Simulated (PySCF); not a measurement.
A PySCF script (with the pyscf-properties extension) for the NMR shieldings of SMILES O(C(OCC=C)=O)CC=C, C₇H₁₀O₃, on a GFN2-xTB geometry:

```python
import basis_set_exchange as bse
import numpy as np
from pyscf import gto, dft
from pyscf.prop import nmr

atoms = """
C     4.306950    0.861398   -0.742114
C     3.326720   -0.021060   -0.741031
C     2.070960    0.121040    0.056520
O     0.959573   -0.190412   -0.790417
C    -0.184745   -0.469652   -0.170144
O    -0.348605   -0.480285    1.017241
O    -1.103858   -0.756575   -1.090489
C    -2.422297   -1.026659   -0.597395
C    -3.183824    0.244551   -0.370036
C    -3.778707    0.552907    0.765730
H     5.202882    0.711176   -1.318650
H     4.257027    1.766335   -0.159418
H     3.381288   -0.922220   -1.334677
H     2.069215   -0.574098    0.907531
H     1.954361    1.138082    0.446630
H    -2.890658   -1.623848   -1.385034
H    -2.353447   -1.606233    0.328460
H    -3.196543    0.919080   -1.215415
H    -4.317620    1.476321    0.890641
H    -3.753820   -0.109169    1.615007
"""
names = dict.fromkeys(["C", "O", "H"], "pcSseg-1")
basis = {el: gto.basis.parse(bse.get_basis(n, elements=[el], fmt="nwchem")) for el, n in names.items()}
mol = gto.M(atom=atoms, basis=basis, charge=0, verbose=0)
mf = dft.RKS(mol, xc="PBE0")
mf.grids.level = 2
mf.grids.alignment = dft.numint.BLKSIZE   # the property module wants whole blocks of grid points
mf.conv_tol = 1e-9
mf.kernel()

calc = nmr.RKS(mf)   # GIAO
C = mf.mo_coeff
Co = C[:, mf.mo_occ > 0]
resp = mf.gen_response(singlet=True, hermi=2)
def vind(x):   # induced exchange potential for any number of trial vectors
    d = np.einsum("pi,xij,qj->xpq", C, 2 * x.reshape(-1, C.shape[1], Co.shape[1]), Co, optimize=True)
    return np.einsum("xpq,pi,qj->xij", resp(d - d.transpose(0, 2, 1)), C, Co, optimize=True).ravel()
mo1, _ = nmr.rhf.solve_mo1(calc, with_cphf=vind)
sigma = calc.kernel(mo1)
for i, s in enumerate(sigma):   # ppm
    print("%2d %-2s %9.2f" % (i, mol.atom_pure_symbol(i), np.trace(s) / 3))
```

Question: Give the expected output.

Answer: 
```
 0 C      62.92
 1 C      43.49
 2 C     113.44
 3 O     168.91
 4 C      24.56
 5 O      27.32
 6 O     165.27
 7 C     114.39
 8 C      45.30
 9 C      58.33
10 H      26.18
11 H      26.11
12 H      25.39
13 H      26.53
14 H      27.43
15 H      27.13
16 H      26.71
17 H      25.56
18 H      26.06
19 H      25.94
```

These numbers come from an equivalent density-fitted implementation of the same equations, which agrees with the script to about 0.01 ppm for H and up to a few tenths of a ppm for heavy atoms, so last digits may differ.

Question: Turn these shieldings into chemical shifts. References, each an isolated molecule treated in the same way: TMS for 13C (σ = 186.93 ppm), 1H (σ = 31.72 ppm); 17O (σ = 336.08 ppm) against H2O.

Answer: Averaging equivalent atoms: C 4: 162.4; C 1/8: 142.5; C 0/9: 126.3; C 2/7: 73.0; O 5: 308.8; O 3/6: 169.0; H 12/17: 6.24; H 11/19: 5.69; H 10/18: 5.60; H 13/14/15/16: 4.77 ppm. Unscaled 17O shifts of doubly bonded oxygen tend to come out too high, by tens of ppm or more. Experimental scales use liquid or dissolved standards, which lie at an offset from isolated H2O (liquid H2O: subtract about 36 ppm).

Size and cost of the density-fitted run: 220 basis functions, 53 s wall time on 1 thread of an x86-64 server CPU, shared host.
